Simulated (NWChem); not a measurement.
System: CH₈SSi₂; SMILES [SiH2](S[SiH3])C

Parts of the log:

```
             Northwest Computational Chemistry Package (NWChem) 7.3.0
             --------------------------------------------------------

 C1  symmetry detected

                             Geometry "geometry" -> ""
                             -------------------------

 Output coordinates in angstroms (scale by  1.889725989 to convert to a.u.)

  No.       Tag          Charge          X              Y              Z
 ---- ---------------- ---------- -------------- -------------- --------------
    1 Si                  14.0000     0.62322626     1.85709247     0.11068107
    2 S                   16.0000    -1.00966815     0.54296241    -0.35780764
    3 Si                  14.0000    -0.26817793    -1.29250266     0.51337250
    4 C                    6.0000     0.94992805    -2.16336975    -0.61187424
    5 H                    1.0000     0.74066350     2.07677190     1.58304963
    6 H                    1.0000     1.92446227     1.31588913    -0.38885565
    7 H                    1.0000     0.32857092     3.14850107    -0.57171345
    8 H                    1.0000     0.36803748    -0.98051755     1.83128609
    9 H                    1.0000    -1.48016988    -2.13327333     0.73594096
   10 H                    1.0000     1.28402993    -3.10790341    -0.15312910
   11 H                    1.0000     0.48248742    -2.39305312    -1.58114007
   12 H                    1.0000     1.83636391    -1.53785226    -0.79602076

 Effective nuclear repulsion energy (a.u.)     278.1116066066

                                Z-matrix (autoz)
                                --------

 Units are Angstrom for bonds and degrees for angles

      Type          Name      I     J     K     L     M      Value
      ----------- --------  ----- ----- ----- ----- ----- ----------
    1 Stretch                  1     2                       2.14773
    2 Stretch                  1     5                       1.49329
    3 Stretch                  1     6                       1.49521
    4 Stretch                  1     7                       1.49004
    5 Stretch                  2     3                       2.16280
    6 Stretch                  3     4                       1.87306
    7 Stretch                  3     8                       1.49633
    8 Stretch                  3     9                       1.49176
    9 Stretch                  4    10                       1.10191
   10 Stretch                  4    11                       1.10033
   11 Stretch                  4    12                       1.10043
   12 Bend                     1     2     3                99.83109
   13 Bend                     2     1     5               111.40014
   14 Bend                     2     1     6               111.54970
   15 Bend                     2     1     7               106.26365
   16 Bend                     2     3     4               112.05818
   17 Bend                     2     3     8               108.88072
   18 Bend                     2     3     9               105.06203
   19 Bend                     3     4    10               110.21931
   20 Bend                     3     4    11               110.48574
   21 Bend                     3     4    12               111.10662
   22 Bend                     4     3     8               110.45993
   23 Bend                     4     3     9               110.85157
   24 Bend                     5     1     6               108.31358
   25 Bend                     5     1     7               109.85283
   26 Bend                     6     1     7               109.43872
   27 Bend                     8     3     9               109.36273
   28 Bend                    10     4    11               108.45775
   29 Bend                    10     4    12               108.22025
   30 Bend                    11     4    12               108.26737
   31 Torsion                  1     2     3     4         -80.98875
   32 Torsion                  1     2     3     8          41.50366
   33 Torsion                  1     2     3     9         158.56236
   34 Torsion                  2     3     4    10        -178.26610
   35 Torsion                  2     3     4    11         -58.41314
   36 Torsion                  2     3     4    12          61.77797
   37 Torsion                  3     2     1     5         -66.78778
   38 Torsion                  3     2     1     6          54.38460
   39 Torsion                  3     2     1     7         173.58946
   40 Torsion                  8     3     4    10          60.14349
   41 Torsion                  8     3     4    11         179.99645
   42 Torsion                  8     3     4    12         -59.81243
   43 Torsion                  9     3     4    10         -61.24102
   44 Torsion                  9     3     4    11          58.61194
   45 Torsion                  9     3     4    12         178.80306

  xc_inp: hfexch multiplicative factor not found.

                           NWChem Geometry Optimization
                           ----------------------------

[...]

      ----------------------
      Optimization converged
      ----------------------

  Step       Energy      Delta E   Gmax     Grms     Xrms     Xmax
  ---- ---------------- -------- -------- -------- -------- --------
@   12   -1006.51770845 -7.2D-08  0.00001  0.00001  0.00055  0.00145
                                     ok       ok       ok       ok

                                Z-matrix (autoz)
                                --------

 Units are Angstrom for bonds and degrees for angles

[...]

 Rotational Constants
 --------------------
 A=   0.181489 cm-1  (  0.261116 K)
 B=   0.064884 cm-1  (  0.093352 K)
 C=   0.054697 cm-1  (  0.078695 K)

 Temperature                      =   298.15K
 frequency scaling parameter      =   1.0000

 Zero-Point correction to Energy  =   64.242 kcal/mol  (  0.102377 au)
 Thermal correction to Energy     =   68.630 kcal/mol  (  0.109369 au)
 Thermal correction to Enthalpy   =   69.222 kcal/mol  (  0.110313 au)

 Total Entropy                    =   84.621 cal/mol-K
   - Translational                =   39.929 cal/mol-K (mol. weight = 107.9885)
   - Rotational                   =   27.306 cal/mol-K (symmetry #  =        1)
   - Vibrational                  =   17.386 cal/mol-K

 Cv (constant volume heat capacity) =   22.505 cal/mol-K
   - Translational                  =    2.979 cal/mol-K
   - Rotational                     =    2.979 cal/mol-K
   - Vibrational                    =   16.546 cal/mol-K

[normal modes left out]

 ----------------------------------------------------------------------------
 Normal Eigenvalue ||           Projected Infra Red Intensities
  Mode   [cm**-1]  || [atomic units] [(debye/angs)**2] [(KM/mol)] [arbitrary]
 ------ ---------- || -------------- ----------------- ---------- -----------
    1       -0.000 ||    0.000150           0.003         0.147       0.035
    2       -0.000 ||    0.000078           0.002         0.076       0.018
    3        0.000 ||    0.000005           0.000         0.005       0.001
    4        0.000 ||    0.000094           0.002         0.092       0.022
    5        0.000 ||    0.000055           0.001         0.054       0.013
    6        0.000 ||    0.000308           0.007         0.300       0.071
    7       47.332 ||    0.000271           0.006         0.264       0.063
    8      105.287 ||    0.000163           0.004         0.159       0.038
    9      144.920 ||    0.000172           0.004         0.167       0.040
   10      180.007 ||    0.001046           0.024         1.020       0.242
   11      252.715 ||    0.006470           0.149         6.308       1.496
   12      590.853 ||    0.008259           0.191         8.051       1.909
   13      624.285 ||    0.013256           0.306        12.922       3.065
   14      685.411 ||    0.026692           0.616        26.020       6.171
   15      770.376 ||    0.061492           1.419        59.946      14.217
   16      783.355 ||    0.033802           0.780        32.952       7.815
   17      863.433 ||    0.001072           0.025         1.045       0.248
   18      889.503 ||    0.012377           0.286        12.066       2.862
   19      966.934 ||    0.115607           2.667       112.700      26.729
   20     1131.816 ||    0.486360          11.221       474.128     112.448
   21     1137.449 ||    0.055075           1.271        53.689      12.733
   22     1195.576 ||    0.317896           7.334       309.901      73.499
   23     1225.856 ||    0.146227           3.374       142.550      33.808
   24     1227.899 ||    0.048766           1.125        47.540      11.275
   25     1247.090 ||    0.103308           2.383       100.710      23.885
   26     1681.437 ||    0.001443           0.033         1.407       0.334
   27     1849.954 ||    0.001400           0.032         1.365       0.324
   28     1851.196 ||    0.000345           0.008         0.337       0.080
   29     2854.532 ||    0.015840           0.365        15.441       3.662
   30     2864.061 ||    0.024840           0.573        24.215       5.743
   31     2897.299 ||    0.029892           0.690        29.140       6.911
   32     2903.941 ||    0.023994           0.554        23.391       5.548
   33     2915.097 ||    0.019131           0.441        18.649       4.423
   34     3568.794 ||    0.000097           0.002         0.095       0.022
   35     3749.381 ||    0.000416           0.010         0.406       0.096
   36     3753.791 ||    0.000665           0.015         0.648       0.154
 ----------------------------------------------------------------------------
```

Level: Hartree-Fock/STO-3G. 

### Question
Reconstruct the input file.

### Answer
Several could match; the one computed here: the input that was run:
```
start job
memory heap 200 mb stack 900 mb global 1100 mb
geometry units angstroms
  Si     0.505000     1.881785     0.286471
  S     -0.950286     0.526915    -0.525461
  Si    -0.247366    -1.328876     0.334561
  C      1.184493    -2.053851    -0.631132
  H      0.373322     1.998290     1.769376
  H      1.899377     1.443337    -0.028377
  H      0.245217     3.203754    -0.350028
  H      0.151166    -1.083585     1.755830
  H     -1.426348    -2.242278     0.302084
  H      1.497779    -3.011944    -0.186020
  H      0.891865    -2.234460    -1.676350
  H      2.049544    -1.373685    -0.627728
end
basis spherical
  * library sto-3g
end
dft
  xc hfexch
  iterations 150
end
driver
  maxiter 120
end
task dft optimize
task dft freq
```
